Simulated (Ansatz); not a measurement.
BFH₅NO₂Si, SMILES OB(O)N[SiH2]F. Atoms are numbered in the order given.

```xyz
11

Si     1.3829     0.2440     0.1682
F      2.5265    -0.9164     0.0799
N     -0.1181    -0.5765    -0.1160
B     -1.3961     0.0523    -0.1206
O     -2.5173    -0.7029    -0.3580
O     -1.3976     1.4103     0.1213
H      1.4625     0.8482     1.5226
H      1.6952     1.2565    -0.8728
H     -0.0862    -1.5759    -0.2937
H     -3.3502    -0.2204    -0.3491
H     -2.2555     1.8453     0.1221
```

Geometry optimised at B3LYP-D3(BJ)/def2-SVP. This is a generated structure with no PubChem entry under its InChIKey; it may be hypothetical. The values are those of a single conformer.

Two levels are set side by side: PBE-D3(BJ)/def2-SVP (Ansatz, a first-principles code) and B3LYP-D3(BJ)/def2-SVP (Ansatz). Each level has its own optimised geometry; the coordinates shown are those of the second. Differences are taken from unrounded values.

```
quantity              B3LYP-D3(BJ)
--------------------  ------------
mean bond length (Å)         1.345
bond Si1–F2 (Å)              1.632
bond Si1–N3 (Å)              1.734
bond N3–B4 (Å)               1.424
bond B4–O5 (Å)               1.372
bond B4–O6 (Å)               1.379
bond Si1–H7 (Å)              1.485
bond Si1–H8 (Å)              1.485
bond N3–H9 (Å)               1.016
bond O5–H10 (Å)              0.963
bond O6–H11 (Å)              0.962
```

**Question.** What does PBE-D3(BJ) give, and how far is it from B3LYP-D3(BJ)? (Estimate from the structure and the level; the computed values follow.)

**Answer.** 
```
quantity              PBE-D3(BJ)  PBE-D3(BJ) minus B3LYP-D3(BJ)
--------------------  ----------  -----------------------------
mean bond length (Å)       1.355                          0.010
bond Si1–F2 (Å)            1.643                          0.011
bond Si1–N3 (Å)            1.743                          0.009
bond N3–B4 (Å)             1.431                          0.007
bond B4–O5 (Å)             1.381                          0.009
bond B4–O6 (Å)             1.388                          0.009
bond Si1–H7 (Å)            1.500                          0.015
bond Si1–H8 (Å)            1.500                          0.015
bond N3–H9 (Å)             1.022                          0.007
bond O5–H10 (Å)            0.971                          0.008
bond O6–H11 (Å)            0.970                          0.008
```

Exact exchange shortens and stiffens bonds; PBE has none. Differences between two approximate levels are no errors against the true value.
